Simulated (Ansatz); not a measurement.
`O[SiH2]CC[SiH3]` + H₂O → `OCC[SiH2]O` + SiH₄  (formal hydrolysis of a C–Si bond)

Computed with Ansatz on PBE0-D4/def2-TZVP structures; ΔE is electronic, products minus reactants. CCSD(T)/CBS adds triple-zeta CCSD(T) − MP2 to the extrapolated MP2 energy (def2 sets, frozen cores). This one scheme is used for every species. DFT in def2-TZVPP. B3LYP here is the variant with VWN-RPA as its local correlation; programs differ in this. One conformer a species, not always the lowest.

```csv
level,ΔE (kcal/mol),difference from CCSD(T)/CBS
B3LYP-D4,13.4,-1.8
ωB97M-V,13.6,-1.6
B2PLYP,12.5,-2.7
r2SCAN,13.2,-2.0
HF/def2-TZVPP,9.0,-6.2
MP2/def2-TZVPP,15.5,0.3
CCSD/def2-TZVPP,13.2,-2.0
CCSD(T)/def2-TZVPP,13.6,-1.6
HF/def2-QZVPP,9.3,-5.9
HF/CBS(def2),9.3,-5.9
CCSD(T)/CBS,15.2,0
```

Largest T1 diagnostic among the species: 0.011.

The D4 term adds +2.2 kcal/mol with B3LYP and +1.3 kcal/mol with PBE0; it sums over pairs of atoms, weighted by their polarisabilities, and B3LYP, whose exchange is more repulsive, gets the larger term. In def2-TZVPP, CCSD(T) changes the Hartree–Fock value by +4.6 kcal/mol (the triples alone add +0.4 kcal/mol) and MP2 by +6.5 kcal/mol.
